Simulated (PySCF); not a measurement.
Isomers of C7H9FGe. The calculation used PySCF 2.14.0, density-fitted response routines, TDDFT CAM-B3LYP/def2-SVPD, vertical, gas phase, core orbitals frozen in the response. Geometries: PBE0-D3(BJ)/def2-SVP; one conformer of each isolated species. Triplets are in the Tamm–Dancoff approximation. 'Strongest' means the level of largest summed f among the lowest 10 singlets; it needn't be the same kind of state in each. Relativistic effects are left out although some hold elements past zinc.

**Question.** Rank by computed energy of the strongest computed level, lowest first.
A. `C=C[C]1=CC(F)=[CH][Ge@H]1[CH3]`
B. `FC1=[C]([GeH2][CH]=C1)C(=C)C`
C. `C=[C](F)[Ge@H]1[CH]=CC=[C]1C`
D. `C=C[CH2][Ge@H]1[CH]=CC=[C]1F`

**Answer.** A (4.08 eV), B (6.24 eV), D (6.76 eV), C (6.96 eV).

| SMILES | strongest (eV) | f (strongest) | f (S1) | first f ≥ 0.01 (nm) | gap (eV) | T1 (eV) | S1 mainly |
| --- | --- | --- | --- | --- | --- | --- | --- |
| C=C[C]1=CC(F)=[CH][Ge@H]1[CH3] | 4.08 | 0.23 | 0.230 | 304 | 6.74 | 2.31 | H→L (95%) |
| C=C(C)[C]1=C(F)C=[CH][GeH2]1 | 6.24 | 0.23 | 0.208 | 307 | 6.70 | 2.34 | H→L (95%) |
| C=C[CH2][Ge@H]1[CH]=CC=[C]1F | 6.76 | 0.26 | 0.048 | 283 | 7.50 | 2.65 | H→L (97%) |
| C=[C](F)[Ge@H]1[CH]=CC=[C]1C | 6.96 | 0.46 | 0.080 | 284 | 7.47 | 2.66 | H→L (97%) |

H and L stand for HOMO and LUMO.

- `C=C[C]1=CC(F)=[CH][Ge@H]1[CH3]`: Löwdin shares by element: HOMO carbon 67% or more (atoms not listed hold the other 33%); LUMO carbon 61% or more (atoms not listed hold the other 39%).
- `C=C(C)[C]1=C(F)C=[CH][GeH2]1`: Löwdin shares by element: HOMO carbon 66% or more (atoms not listed hold the other 34%); LUMO carbon 61% or more (atoms not listed hold the other 39%).
- `C=C[CH2][Ge@H]1[CH]=CC=[C]1F`: Löwdin shares by element: HOMO carbon 82% or more (atoms not listed hold the other 18%); LUMO carbon 70% or more (atoms not listed hold the other 30%).
- `C=[C](F)[Ge@H]1[CH]=CC=[C]1C`: Löwdin shares by element: HOMO carbon 83% or more (atoms not listed hold the other 17%); LUMO carbon 71% or more (atoms not listed hold the other 29%).
